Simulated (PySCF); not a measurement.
Multinuclear NMR of C7H13OP

Cartesian coordinates in Å; atom numbers follow the order of the lines, from 1:
```xyz
22

C     3.899   -0.556    0.369
C     2.537   -0.340   -0.060
C     1.399   -0.138   -0.398
P    -0.271    0.062   -0.958
C    -0.309    1.799   -1.543
O    -0.692   -0.906   -1.977
C    -1.248   -0.015    0.614
C    -1.140   -1.447    1.118
C    -2.688    0.369    0.310
H     3.909   -1.172    1.267
H     4.377    0.399    0.587
H     4.457   -1.064   -0.416
H    -0.070    2.501   -0.750
H     0.421    1.886   -2.346
H    -1.298    2.002   -1.949
H    -0.813    0.674    1.343
H    -1.510   -2.128    0.353
H    -0.100   -1.699    1.324
H    -1.723   -1.588    2.027
H    -3.052   -0.220   -0.531
H    -2.769    1.425    0.057
H    -3.328    0.174    1.170
```

One averaged value for each set of equivalent atoms, no relativistic terms, isolated molecule, a single conformation. σ from GIAO-PBE0/pcSseg-1; geometry from GFN2-xTB; PySCF.

Task: Where does $^{31}$P resonate?

Result: 
```csv
atoms,environment,σ (ppm),δ (ppm)
P4,"phosphorus bonded to 3 C, O",325.5,0.5
```

Shieldings were converted by a linear fit to measured shifts: $^{31}$P: δ = 270.09 − 0.828σ (rms 18.1 ppm, 64 shifts vs H3PO4, solution or neat liquid). A few per cent of atoms miss by over 2 rms, more outside the fitted compound classes.

On a 300 MHz spectrometer $^{31}$P resonates near 121.4 MHz, so 1 ppm is 121.4 Hz.

Task: Predict the $^{17}$O NMR data.

Result: 
```json
{"atoms": "O6", "environment": "P=O oxygen", "σ (ppm)": "250.7", "δ (ppm)": "38.4"}
```

Shieldings were converted by a linear fit to measured shifts: $^{17}$O: δ = 266.70 − 0.911σ (rms 10.7 ppm, 155 shifts, 12.2 ppm with the 3 outliers that the fit left out vs liquid water, solution or neat liquid). Occasional misses reach two or three times the rms, and more in compound classes unlike the fitted ones.

On a 500 MHz spectrometer $^{17}$O resonates near 67.8 MHz, so 1 ppm is 67.8 Hz.
